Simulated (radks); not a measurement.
Valence configurations of In I (all share [Kr]). Calculated with a radial shooting solver on a logarithmic mesh with Libxc functionals: Dirac Kohn-Sham, LDA (Slater exchange, Perdew-Wang correlation), spin-unpolarised, spherical densities, point nucleus; open shells fill j = l - 1/2 first. Energies are relative to 4d10 5s2 5p1; eigenvalues in eV.

valence           E (eV)  e(4d3/2)  e(4d5/2)  e(5p1/2)  e(5p3/2)  e(5s1/2)
4d10 5s2 5p1       0.000   -19.063   -18.197    -2.829         -    -8.362
4d10 5s1.5 5p1.5   2.799   -19.816   -18.948    -3.170         -    -8.833
4d10 5s1 5p2       5.661   -20.527   -19.656    -3.484         -    -9.268
4d9.5 5s2 5p1.5    8.207   -21.774   -20.882    -3.420         -    -9.356
4d9.5 5s1.5 5p2   11.204   -22.468   -21.574    -3.729         -    -9.780
4d10 5p3          11.950   -22.060   -21.185    -4.158    -3.764         -
4d9 5s2 5p2       17.463   -24.460   -23.542    -3.980         -   -10.295
4d9 5s1.5 5p2.5   20.869   -25.223   -24.303    -4.325    -3.878   -10.760
4d8 5s2 5p3       39.676   -30.033   -29.063    -5.161    -4.618   -12.205
4d8 5s1.5 5p3.5   43.500   -30.723   -29.750    -5.467    -4.905   -12.613

NIST lists [Kr] 4d10 5s2 5p1 as the ground configuration; this level of theory agrees among the configurations tried. The energies are those of spherical spin-averaged densities, not of single terms.
